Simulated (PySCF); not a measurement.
# Ca⁺: interval between two levels

Ca⁺ [Ar] 4s1 [2S1/2, M_J = 1/2] → Ca⁺ [Ar] 4p1 [2P3/2, M_J = 3/2], as a difference of total energies. All numbers are calculated (PySCF 2.14, the two-component X2C-1e Hamiltonian, in x2c-TZVPall-2c with one added diffuse shell each of s, p, d type (7s8p4d, 51 functions)). Correlated levels: [Ne] frozen; the 6 highest virtual spinors dropped. "Screened" scales the spin-orbit matrix elements by Boettger's factors to mimic the two-electron term; Breit and QED terms are absent.

```tsv
method	interval between two levels (cm⁻¹)
GHF (spin-free)	23723
GMP2 (spin-free)	25245
GHF (screened spin-orbit)	23791
GMP2 (screened spin-orbit)	25321
```

Errors of the correlated levels include the incompleteness of this basis and the frozen core.

For comparison: 25414 cm⁻¹ (measured; NIST Handbook of Basic Atomic Spectroscopic Data (Sansonetti and Martin, J. Phys. Chem. Ref. Data 34, 1559 (2005))).
